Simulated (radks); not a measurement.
I2+, configuration [Kr] 4d10 5s1.5 5p3 5d0.5 (fractional occupations, a model configuration). Method: scalar-relativistic Kohn-Sham, r2SCAN, spin-polarised, spherical densities, finite nucleus; open shells are filled with parallel spins first (spin-orbit coupling, left out, can overturn this in heavy ions); meta-GGA in the generalised Kohn-Sham scheme; Fermi nuclear charge, rms radius 4.75 fm; computed with a radial shooting solver on a logarithmic mesh with Libxc functionals.

Unscreened Slater integrals over Kohn-Sham orbitals (cm^-1). They are taken over the spin-up orbitals.

| integral | value |
|---|---|
| F0(5d,5d) | 64002 |
| F2(5d,5d) | 33898 |
| F4(5d,5d) | 22626 |
| F0(5d,5p) | 73529 |
| F2(5d,5p) | 35572 |
| G1(5d,5p) | 40333 |
| G3(5d,5p) | 25190 |
| F0(5d,5s) | 76168 |
| G2(5d,5s) | 24724 |
| F0(5d,4d) | 83197 |
| F2(5d,4d) | 16240 |
| F4(5d,4d) | 6870.2 |
| G0(5d,4d) | 4017.6 |
| G2(5d,4d) | 4726.9 |
| G4(5d,4d) | 3820.4 |
| F0(5p,5p) | 91194 |
| F2(5p,5p) | 49714 |
| F0(5p,5s) | 97266 |
| G1(5p,5s) | 65422 |
| F0(5p,4d) | 113360 |
| F2(5p,4d) | 32180 |
| G1(5p,4d) | 10216 |
| G3(5p,4d) | 9488.4 |
| F0(5s,5s) | 105230 |
| F0(5s,4d) | 128230 |
| G2(5s,4d) | 15858 |
| F0(4d,4d) | 215330 |
| F2(4d,4d) | 109050 |
| F4(4d,4d) | 72368 |

Derived for the open shells (J is the average intra-shell exchange parameter used in DFT+U). 5p: J = F2/5 = 9943 cm^-1. 5d: Racah B = F2/49 - 5 F4/441 = 435.3 cm^-1, C = 35 F4/441 = 1796 cm^-1, C/B = 4.13, F4/F2 = 0.667, J = (F2 + F4)/14 = 4037 cm^-1.
